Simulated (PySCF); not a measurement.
**How methods differ on the ionisation energy of W(66+)**

W(66+) [He] 2s2 2p4 (3P) → W(67+) [He] 2s2 2p3 (4S), as a difference of total energies. Calculation: PySCF 2.14, in an uncontracted even-tempered set (18 s from 43 bohr⁻², ratio 2.2; 13 p from 56 bohr⁻², ratio 2.2; 5 d from 220 bohr⁻², ratio 2.4; 5 f from 330 bohr⁻², ratio 2.4; 4 g from 490 bohr⁻², ratio 2.4); the spin-free X2C one-electron Hamiltonian (Gaussian nucleus). Correlated levels: nothing frozen; virtual orbitals above 40 to 60 times the deepest correlated orbital energy dropped. The calculations carry no spin-orbit coupling.

| method | ionisation energy (eV) |
| --- | --- |
| UHF | 16706.3 |
| LDA | 16697.7 |
| PBE | 16709.6 |
| PBE0 | 16709.2 |
| r2SCAN | 16712.6 |
| TPSSh | 16713.3 |
| B3LYP | 16710.1 |
| MP2 (all electrons) | 16708.1 |
| SCS-MP2 (all electrons) | 16708.3 |

Spin-orbit coupling is strong in these open shells (close to jj coupling). The scalar numbers leave it out and a first-order estimate fails, so it can dominate the gap to the real levels.

The ground level that NIST lists for one species does not belong to the high-spin term computed here, so part of any gap is the choice of state.

For this ion Breit and QED terms and the two-electron picture change, all absent here, outweigh the differences among the correlated methods.

For comparison: 16252 ± 11 eV (semi-empirical (NIST evaluation); NIST Atomic Spectra Database, ionization energies).
